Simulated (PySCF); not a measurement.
## InN⁻: from constants to spectrum

ROHF-CCSD(T) constants of InN⁻, ²Π (doublet), unpaired electrons π ↑ (In def2-TZVPPD with ECP28, N def2-TZVPPD; scalar-relativistic core potentials (PySCF 2.14); masses 114.9039 and 14.0031 u):

| Item | Value |
| --- | --- |
| ωe | 563.8 cm⁻¹ |
| ωexe | 4.07 cm⁻¹ |
| Be | 0.31947 cm⁻¹ |
| αe | 0.00271 cm⁻¹ |
| De to In⁻ + N | 2.64 eV |

**Question.** What force constant and bond length do these constants imply?

**Answer.** Reduced mass μred = 12.482 u; k = 5.8918×10⁻⁷·μred·ωe² (u, cm⁻¹, mdyn/Å) = 2.34 mdyn/Å; Re = √(16.8576/(μred·Be)) (u, cm⁻¹, Å) = 2.056 Å.

**Question.** Estimate the centrifugal constant D from the Kratzer relation and find the Dunham coefficient a1.

**Answer.** D = 4Be³/ωe² = 4.1e-07 cm⁻¹; a1 = −1 − αeωe/(6Be²) = -3.50.

Correlated steps freeze 5 core orbitals. These are scalar-relativistic numbers at best; spin–orbit coupling would shift them, the dissociation energy most. For an ion De counts to the pair picked by the measured ionisation energies or electron affinities, which need not be the lowest pair at this level. The state is the lowest determinant that a PBE0 search found; another state may lie lower at other levels.
